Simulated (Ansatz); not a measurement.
Job for Ansatz (a first-principles code): R-B3LYP-D3(BJ)/def2-TZVP on C4H4O (SMILES c1ccoc1).

Ansatz 0.2 input:
```yaml
crystal:
  periodic: [false, false, false]
  atoms:
    - {symbol: C, position_ang: [-0.82633297, -0.56084720, -0.19625121]}
    - {symbol: C, position_ang: [0.54472771, -0.85973392, -0.00024308]}
    - {symbol: C, position_ang: [1.15571376, 0.33348059, 0.22694455]}
    - {symbol: O, position_ang: [0.26512663, 1.33732987, 0.18498292]}
    - {symbol: C, position_ang: [-0.93309886, 0.78895380, -0.07167150]}
    - {symbol: H, position_ang: [-1.61539015, -1.25491122, -0.40036088]}
    - {symbol: H, position_ang: [1.00455205, -1.82613636, -0.02582022]}
    - {symbol: H, position_ang: [2.17761151, 0.59038669, 0.42361018]}
    - {symbol: H, position_ang: [-1.77290967, 1.45147774, -0.14119075]}
basis:
  gaussian:
    orbitals: def2-TZVP
hamiltonian:
  xc: b3lyp
  dispersion: d3bj
relax: {f_tol: 0.003, max_steps: 120}
scf: {lower_state_search: off}
```

The log:

```
WARN ansatz: RAYON_NUM_THREADS=1 ignored (pool sized by the plan → 1); use --threads N
Functional definition: B3LYP
these checks for a lower state are left out or cut short: stability, starts, cluster_reference, orbital_swaps, neighbouring_geometries, increment
integrals: 0.08 GiB planned
1047 factors; their error is unknown
mean field: 0.82 GiB planned
mean field evaluation 1: about -6253.6536 eV, gradient 5.9e1 eV
mean field evaluation 2: about -6248.5847 eV, gradient 7.3e1 eV
mean field evaluation 4: about -6261.6077 eV, gradient 8.0e0 eV
mean field evaluation 8: about -6261.7299 eV, gradient 6.1e-1 eV
mean field evaluation 16: about -6261.7305 eV, gradient 1.6e-5 eV
mean field -6261.73046237 eV, -230.1143501388 hartree, gradient 2.9e-6 eV, S^2 0.000000; 0 other end points of the search recorded, 0 dependent functions left out
the calculation of the forces begins
reference -6261.73068894 eV, -230.1143584651 hartree; 18, 18 occupied and 161, 161 virtual orbitals, 1047 factors
relax step   1: F+E_penalty+E_count = -6262.02984805 eV  Δ(F+E_penalty+E_count) = +0.000e0 eV  max|allowed force component| = 8.468e-1 eV/Å  Δτ_max = 0.0000 Å  (17 SCF iters, accepted)
these checks for a lower state are left out or cut short: stability, starts, cluster_reference, orbital_swaps, neighbouring_geometries, increment
integrals: 0.08 GiB planned
1047 factors; their error is unknown
mean field: 0.82 GiB planned
mean field -6261.74785998 eV, -230.1149894892 hartree, gradient 2.6e-6 eV, S^2 0.000000; 0 other end points of the search recorded, 0 dependent functions left out
the calculation of the forces begins
reference -6261.74808677 eV, -230.1149978236 hartree; 18, 18 occupied and 161, 161 virtual orbitals, 1047 factors
relax step   2: F+E_penalty+E_count = -6262.04848219 eV  Δ(F+E_penalty+E_count) = -1.863e-2 eV  max|allowed force component| = 4.509e-1 eV/Å  Δτ_max = 0.0103 Å  (22 SCF iters, accepted)
these checks for a lower state are left out or cut short: stability, starts, cluster_reference, orbital_swaps, neighbouring_geometries, increment
integrals: 0.08 GiB planned
1047 factors; their error is unknown
mean field: 0.82 GiB planned
mean field evaluation 32: about -6261.7531 eV, gradient 9.7e-3 eV
mean field -6261.75311632 eV, -230.1151826561 hartree, gradient 2.6e-6 eV, S^2 0.000000; 0 other end points of the search recorded, 0 dependent functions left out
the calculation of the forces begins
reference -6261.75334311 eV, -230.1151909903 hartree; 18, 18 occupied and 161, 161 virtual orbitals, 1047 factors
relax step   3: F+E_penalty+E_count = -6262.05433696 eV  Δ(F+E_penalty+E_count) = -5.855e-3 eV  max|allowed force component| = 9.245e-2 eV/Å  Δτ_max = 0.0071 Å  (22 SCF iters, accepted)
these checks for a lower state are left out or cut short: stability, starts, cluster_reference, orbital_swaps, neighbouring_geometries, increment
integrals: 0.08 GiB planned
1047 factors; their error is unknown
mean field: 0.82 GiB planned
mean field -6261.75340384 eV, -230.1151932223 hartree, gradient 2.6e-6 eV, S^2 0.000000; 0 other end points of the search recorded, 0 dependent functions left out
the calculation of the forces begins
reference -6261.75363055 eV, -230.1152015536 hartree; 18, 18 occupied and 161, 161 virtual orbitals, 1047 factors
relax step   4: F+E_penalty+E_count = -6262.05462389 eV  Δ(F+E_penalty+E_count) = -2.869e-4 eV  max|allowed force component| = 1.063e-2 eV/Å  Δτ_max = 0.0029 Å  (23 SCF iters, accepted)
these checks for a lower state are left out or cut short: stability, starts, cluster_reference, orbital_swaps, neighbouring_geometries, increment
integrals: 0.08 GiB planned
1047 factors; their error is unknown
mean field: 0.82 GiB planned
mean field -6261.75344166 eV, -230.1151946121 hartree, gradient 2.6e-6 eV, S^2 0.000000; 0 other end points of the search recorded, 0 dependent functions left out
the calculation of the forces begins
reference -6261.75366834 eV, -230.1152029423 hartree; 18, 18 occupied and 161, 161 virtual orbitals, 1047 factors
relax step   5: F+E_penalty+E_count = -6262.05465486 eV  Δ(F+E_penalty+E_count) = -3.097e-5 eV  max|allowed force component| = 4.469e-3 eV/Å  Δτ_max = 0.0017 Å  (22 SCF iters, accepted)
these checks for a lower state are left out or cut short: stability, starts, cluster_reference, orbital_swaps, neighbouring_geometries, increment
integrals: 0.08 GiB planned
1047 factors; their error is unknown
mean field: 0.82 GiB planned
mean field -6261.75344138 eV, -230.1151946017 hartree, gradient 2.6e-6 eV, S^2 0.000000; 0 other end points of the search recorded, 0 dependent functions left out
the calculation of the forces begins
reference -6261.75366806 eV, -230.1152029320 hartree; 18, 18 occupied and 161, 161 virtual orbitals, 1047 factors
relax step   6: F+E_penalty+E_count = -6262.05465552 eV  Δ(F+E_penalty+E_count) = -6.638e-7 eV  max|allowed force component| = 3.682e-3 eV/Å  Δτ_max = 0.0006 Å  (22 SCF iters, accepted)
these checks for a lower state are left out or cut short: stability, starts, cluster_reference, orbital_swaps, neighbouring_geometries, increment
integrals: 0.08 GiB planned
1047 factors; their error is unknown
mean field: 0.82 GiB planned
mean field -6261.75344200 eV, -230.1151946247 hartree, gradient 2.6e-6 eV, S^2 0.000000; 0 other end points of the search recorded, 0 dependent functions left out
the calculation of the forces begins
reference -6261.75366869 eV, -230.1152029552 hartree; 18, 18 occupied and 161, 161 virtual orbitals, 1047 factors
relax step   7: F+E_penalty+E_count = -6262.05465687 eV  Δ(F+E_penalty+E_count) = -1.346e-6 eV  max|allowed force component| = 6.041e-4 eV/Å  Δτ_max = 0.0004 Å  (22 SCF iters, accepted)
Total energy: -6262.05488355 eV, -230.1262723971 hartree
Atom 0 at    -0.834352    -0.561398    -0.197619 Å, force    -0.000549     0.000325    -0.000452 eV/Å
Atom 1 at     0.551871    -0.863599     0.000514 Å, force     0.000604    -0.000036     0.000492 eV/Å
Atom 2 at     1.168222     0.321707     0.227791 Å, force     0.000060     0.000004    -0.000245 eV/Å
Atom 3 at     0.265675     1.340215     0.185378 Å, force     0.000123     0.000594     0.000085 eV/Å
Atom 4 at    -0.949169     0.783319    -0.074944 Å, force    -0.000068    -0.000039     0.000238 eV/Å
Atom 5 at    -1.631275    -1.255554    -0.403031 Å, force    -0.000168    -0.000175    -0.000090 eV/Å
Atom 6 at     1.018958    -1.833315    -0.024220 Å, force     0.000084    -0.000242     0.000032 eV/Å
Atom 7 at     2.187063     0.602210     0.426448 Å, force     0.000225    -0.000268    -0.000022 eV/Å
Atom 8 at    -1.776993     1.466414    -0.140317 Å, force    -0.000311    -0.000163    -0.000037 eV/Å
Dipole moment:    -0.025610    -0.129191    -0.017870 e Å
Checks for a lower state left out: stability, starts, cluster_reference, orbital_swaps, neighbouring_geometries, increment
```

The run converged.

Cost: very roughly 40 core-seconds.
